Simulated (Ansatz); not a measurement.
A ladder of methods for GeH2Cl2 (dichlorogermane)

GeH2Cl2 has 5 atoms, charge 0, and is taken as a singlet. As SMILES, `[Cl][GeH2][Cl]`. The shape was relaxed beforehand at wB97X-V/def2-SVP.

```xyz
5

Cl   -1.7743   -0.1593    0.9808
Ge    0.0275    0.0807   -0.1570
Cl    1.5813   -1.0331    0.8144
H    -0.1975   -0.5196   -1.5423
H     0.4130    1.5576   -0.1374
```

Each level gives the adiabatic electron affinity (to the doublet anion, shapes relaxed at wB97X-V/def2-SVP, no zero-point term) (eV). The values are calculated.

The electron affinity is E(neutral) − E(anion): positive where the electron is bound.

```json
{"level": "HF/def2-TZVP", "kind": "Hartree–Fock", "program": "Ansatz", "value (eV)": "0.21", "CPU time (all runs)": "5.5 s"}
{"level": "PBE/def2-TZVP", "kind": "GGA", "program": "Ansatz", "value (eV)": "0.87", "CPU time (all runs)": "6.6 s"}
{"level": "B3LYP/def2-TZVP", "kind": "global hybrid", "program": "Ansatz", "value (eV)": "0.96", "CPU time (all runs)": "11 s"}
{"level": "wB97M-V/def2-TZVP", "kind": "range-separated hybrid", "program": "Ansatz", "value (eV)": "0.70", "CPU time (all runs)": "38 s"}
{"level": "MP2/def2-TZVP", "kind": "perturbation theory", "program": "Ansatz", "value (eV)": "0.43", "CPU time (all runs)": "7.2 s"}
```

All-electron rows without a relativistic Hamiltonian named are non-relativistic. The values span 0.21 to 0.96 eV. In the correlated wave-function rows the outer d shell of Ge is correlated, in sets not made for it. In so small a basis fixed costs decide the times, and correlated methods can beat functionals. CPU times are rough (shared hosts, several kinds of processor and program).
